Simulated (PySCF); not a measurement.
## 2 TeH₃ → H₂Te + TeH₄

Level: PBE0 in the def2-TZVP basis family, computed in PySCF with density fitting; scalar-relativistic core potentials for atoms from Rb on, none lighter, no spin–orbit coupling; open shells unrestricted.

```
species                                                             state and structure      E (Eh)  ZPE (kJ/mol)  H(298 K) − H(0) (kJ/mol)  S° (J/(mol K))
   TeH₃  doublet, Cs, Te–H 1.659 Å, Te–H 1.799 Å (×2); H–Te–H 84.0° (×2), H–Te–H 142.8°  -269.72975          42.7                      10.8           249.7
   H₂Te                                   singlet, C2v, Te–H 1.656 Å (×2); H–Te–H 90.3°  -269.21841          31.3                      10.1           228.6
   TeH₄          singlet, C4v, Te–H 1.729 Å (×4); H–Te–H 82.5° (×4), H–Te–H 137.7° (×2)  -270.30253          70.3                      11.5           240.8
```

(1) What is the electronic reaction energy?

(2) Add zero-point, thermal and entropy terms for 298.15 K and 1 bar.

Results:

(1) At PBE0/def2-TZVP, ΔE = -161.3 kJ/mol from the differences of the total energies times 2625.5, downhill. The bond broken in TeH₃ is weaker than the one that a second molecule gains.

(2) ΔZPE = 16.2 and Δ[H(298) − H(0)] = 0.0 kJ/mol give ΔH° = -145.1 kJ/mol. ΔS° = -30.0 J/(mol K), so ΔG° = -145.1 − 298.15 × (-0.0300) = -136 kJ/mol and log₁₀K = 23.9.

Only the bonding shown was studied: isomers, or loss of a ligand pair, can lie lower.
